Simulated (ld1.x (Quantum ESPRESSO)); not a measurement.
# u(r) = r·R(r): atom against pseudo-atom (zinc (Zn))

Columns: radius, all-electron u(r) and pseudo u(r) of the 3s shell (level -129.23 eV) of zinc in the configuration [Ne] 3s2 3p6 3d10 4s2 4p0; PBE, scalar-relativistic, TM scheme, ld1.x (Quantum ESPRESSO) 7.5.

| r (bohr) | all-electron | pseudo |
| --- | --- | --- |
| 0.065 | 0.0029 | 0.1001 |
| 0.130 | -0.6709 | 0.2114 |
| 0.195 | -0.6132 | 0.3456 |
| 0.260 | -0.1428 | 0.5130 |
| 0.325 | 0.4009 | 0.7168 |
| 0.390 | 0.8481 | 0.9423 |
| 0.455 | 1.1477 | 1.1518 |
| 0.520 | 1.3066 | 1.2975 |
| 0.585 | 1.3544 | 1.3517 |
| 0.650 | 1.3243 | 1.3242 |
| 0.715 | 1.2451 | 1.2451 |
| 0.780 | 1.1385 | 1.1385 |
| 0.845 | 1.0200 | 1.0200 |
| 0.910 | 0.9000 | 0.9000 |
| 0.975 | 0.7847 | 0.7847 |
| 1.040 | 0.6779 | 0.6779 |
| 1.105 | 0.5813 | 0.5813 |
| 1.170 | 0.4955 | 0.4955 |
| 1.235 | 0.4202 | 0.4202 |
| 1.300 | 0.3549 | 0.3549 |
| 1.365 | 0.2987 | 0.2987 |
| 1.430 | 0.2508 | 0.2508 |
| 1.495 | 0.2100 | 0.2100 |
| 1.560 | 0.1755 | 0.1755 |
| 1.625 | 0.1463 | 0.1463 |
| 1.690 | 0.1218 | 0.1218 |

Task: How many radial nodes do the two functions have?

Result: The all-electron 3s function has n − l − 1 = 2; the pseudo-wave has 0, since the states of the same l below it are removed with the core.

Task: At about which radius was the pseudo-wave matched?

Result: 0.70 bohr, where the columns begin to agree (steps of 0.07 bohr).

Task: Is the pseudo-wave norm-conserving?

Result: Yes: the TM scheme keeps the norm inside the radius equal to the all-electron one, which fixes the energy derivative of the logarithmic derivative at the level.
